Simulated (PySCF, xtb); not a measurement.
C4H7BO, SMILES CB(CC#C)O.

GFN2-xTB run with xtb at its own geometry gives an orbital gap of 5.46 eV and a dipole moment of 0.63 D.

The structure is a stationary point at B3LYP-D3(BJ)/def2-SVP. The structure was generated by enumeration, and PubChem lists no compound with its InChIKey, so it may never have been made. Other conformers were not sampled.

### Question
What does PBE/def2-TZVP (PySCF) give? (The exact figures need the calculation; the answer reports its results.)

### Answer
gap 5.90 eV (levels -6.52 and -0.62 eV), dipole 0.89 D.
